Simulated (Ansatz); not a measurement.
Born–Oppenheimer molecular dynamics of BClF2H2O (7 atoms, charge 0, multiplicity 1). It starts at the highest image of a converged band, a first-order saddle point between two minima.

The calculation used RKS LDA/6-31G* (Ansatz).

* ensemble: NVE (velocity Verlet)
* time step: 0.5 fs
* steps asked: 200
* starting velocities drawn for: 100 K
* seed: 7036

First frame:

```xyz
7
Properties=species:S:1:pos:R:3
B 0.053 -0.315 -0.078
Cl -0.053 0.173 2.115
F 1.173 0.235 -0.493
F -1.111 0.016 -0.616
O 0.164 -1.721 0.346
H -0.685 -2.184 0.158
H 0.108 -1.234 1.529
```

**Question.** How far do the bonds stretch over the last three quarters of this one trajectory? (Pairs bonded in most of those frames.)

**Answer.** 
| bond | mean (Å) | spread (Å) | shortest | longest |
| --- | --- | --- | --- | --- |
| B1–Cl2 | 1.833 | 0.093 | 1.70 | 2.12 |
| B1–F3 | 1.334 | 0.025 | 1.29 | 1.38 |
| B1–F4 | 1.354 | 0.033 | 1.29 | 1.41 |
| B1–O5 | 1.753 | 0.073 | 1.55 | 1.83 |
| O5–H6 | 0.986 | 0.006 | 0.97 | 1.00 |
| O5–H7 | 0.992 | 0.019 | 0.96 | 1.07 |

Mean temperature of the second half: 421 K. The conserved energy stayed within 0.053 meV per atom of its start (net change 0.012 meV per atom), so the integration is sound. The kinetic energy rose, since the run started high on the potential surface and went downhill. A run of 0.1 ps of so small a system gives no equilibrium averages. The orbitals stay closed-shell, which can raise the energy where a bond breaks towards radicals; this wasn't checked here.

The run took 4.8 min on 1 thread of Arm Neoverse V1, with other jobs on the host, peak memory 0.13 GiB.
